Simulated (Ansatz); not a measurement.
A structure relaxed at PBE0-D4/def2-TZVP, charge 0, multiplicity 1:

```xyz
10

N    -1.427    0.854    0.984
Ga   -0.156   -0.074    0.055
N    -0.611   -1.814   -0.268
Ga    1.960    0.923   -0.689
H    -2.333    0.482    1.215
H    -1.385    1.845    1.146
H     0.018   -2.488   -0.666
H    -1.434   -2.255    0.108
H     2.114    1.610   -2.100
H     3.254    0.917    0.214
```

Task: Give its formula and SMILES.

Result: Ga2H6N2, `[NH2][Ga]([NH2])[GaH2]`.

Task: Point group (tolerance 0.08 Å, 0.16 Å for H)?

Result: C2.

Task: Summarise the bond lengths by kind.

Result: 2 × Ga–N 1.827 Å; 4 × H–N 1.005 to 1.006 Å; 1 × Ga–Ga 2.455 Å; 2 × Ga–H 1.577 Å.

Computed with Ansatz.
